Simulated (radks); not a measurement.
Ionisation ladder of rhenium, from Re XXIII to Re XLIV. Each ion is in the ground configuration listed by NIST, and IE = E(next ion) - E(this ion). Method: Dirac Kohn-Sham, PBE, spin-unpolarised, spherical densities, finite nucleus; open shells fill j = l - 1/2 first; Fermi nuclear charge, rms radius 5.3698 fm; computed with a radial shooting solver on a logarithmic mesh with Libxc functionals.

| species | configuration | E (hartree) | IE, Delta-SCF (eV) | -e(HOMO) (eV) | HOMO | IE, NIST (eV) | kind | error (eV) |
|---|---|---|---|---|---|---|---|---|
| Re XXIII | [Kr] 4d10 4f7 | -16515.6408 | 639.93 | 617.10 | 4f7/2 | 670 | theory | -30.1 |
| Re XXIV | [Kr] 4d10 4f6 | -16492.1237 | 690.28 | 666.72 | 4f5/2 | 720 | theory | -29.7 |
| Re XXV | [Kr] 4d10 4f5 | -16466.7563 | 738.19 | 714.04 | 4f5/2 | 760 | theory | -21.8 |
| Re XXVI | [Kr] 4d10 4f4 | -16439.6282 | 787.25 | 762.53 | 4f5/2 | 810 | theory | -22.8 |
| Re XXVII | [Kr] 4d10 4f3 | -16410.6974 | 837.44 | 812.16 | 4f5/2 | 860 | theory | -22.6 |
| Re XXVIII | [Kr] 4d10 4f2 | -16379.9222 | 888.74 | 862.90 | 4f5/2 | 910 | theory | -21.3 |
| Re XXIX | [Kr] 4d10 4f1 | -16347.2617 | 941.13 | 914.75 | 4f5/2 | 953 | theory | -11.9 |
| Re XXX | [Kr] 4d10 | -16312.6757 | 1194.9 | 1169.5 | 4d5/2 | 1194 | theory | +0.9 |
| Re XXXI | [Kr] 4d9 | -16268.7648 | 1246.0 | 1220.4 | 4d5/2 | 1242 | theory | +4.0 |
| Re XXXII | [Kr] 4d8 | -16222.9741 | 1297.8 | 1271.8 | 4d5/2 | 1294 | theory | +3.8 |
| Re XXXIII | [Kr] 4d7 | -16175.2816 | 1350.1 | 1323.9 | 4d5/2 | 1349 | theory | +1.1 |
| Re XXXIV | [Kr] 4d6 | -16125.6654 | 1403.1 | 1376.5 | 4d5/2 | 1402 | theory | +1.1 |
| Re XXXV | [Kr] 4d5 | -16074.1039 | 1456.6 | 1429.7 | 4d5/2 | 1454 | theory | +2.6 |
| Re XXXVI | [Kr] 4d4 | -16020.5758 | 1531.3 | 1503.8 | 4d3/2 | 1530 | theory | +1.3 |
| Re XXXVII | [Kr] 4d3 | -15964.3025 | 1586.7 | 1558.9 | 4d3/2 | 1583 | theory | +3.7 |
| Re XXXVIII | [Kr] 4d2 | -15905.9926 | 1642.7 | 1614.6 | 4d3/2 | 1641 | theory | +1.7 |
| Re XXXIX | [Kr] 4d1 | -15845.6257 | 1699.2 | 1670.8 | 4d3/2 | 1696 | theory | +3.2 |
| Re XL | [Kr] | -15783.1821 | 1915.5 | 1887.8 | 4p3/2 | 1912 | theory | +3.5 |
| Re XLI | [Ar] 3d10 4s2 4p5 | -15712.7884 | 1971.2 | 1943.3 | 4p3/2 | 1966 | theory | +5.2 |
| Re XLII | [Ar] 3d10 4s2 4p4 | -15640.3498 | 2027.0 | 1999.1 | 4p3/2 | 2025 | theory | +2.0 |
| Re XLIII | [Ar] 3d10 4s2 4p3 | -15565.8573 | 2083.1 | 2055.1 | 4p3/2 | 2080 | theory | +3.1 |
| Re XLIV | [Ar] 3d10 4s2 4p2 | -15489.3034 | 2248.0 | 2218.3 | 4p1/2 | 2240 | theory | +8.0 |

Reference values: NIST Atomic Spectra Database (exp. = measured, semi-emp. = semi-empirical, theory = theoretical value adopted there). The ionisation energy per charge of the ion left behind rises most, in proportion, at Re XXX ([Kr] 4d10), from 32.453 to 39.829 eV. Spin polarisation and multiplet splitting are left out, so open shells lie too high by an amount that depends on their filling.

Beside tabulated values, note that spin-unpolarised runs miss the spin-polarisation part of the exchange energy of open shells.
